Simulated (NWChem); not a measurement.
A series in which one site is exchanged, each optimised at PBE0/def2-SVP with NWChem, gas phase unless a solvent is named. 

A: [OH][GaH2] (GaH$_{3}$O; site = Ga)
B: BO (BH₃O; site = B)
C: [OH][AlH2] (AlH$_{3}$O; site = Al)

Values for A:

* **highest harmonic frequency (cm⁻¹), PBE0/def2-SVP**: 3918
* **vertical ionisation energy, ΔSCF, PBE/def2-SVP (eV)**: 10.55
* **static polarisability, B3LYP/def2-SVPD (bohr³)**: 35.3
* **lowest singlet excitation, B3LYP/def2-SVPD, TDA (eV)**: 5.67

Q: How do these values change for the other members?

A: 
```tsv
change from A	B	C
highest harmonic frequency (cm⁻¹), PBE0/def2-SVP	-17	+66
vertical ionisation energy, ΔSCF, PBE/def2-SVP (eV)	+0.76	-0.17
static polarisability, B3LYP/def2-SVPD (bohr³)	-13.7	-1.6
lowest singlet excitation, B3LYP/def2-SVPD, TDA (eV)	+0.74	+0.10
```
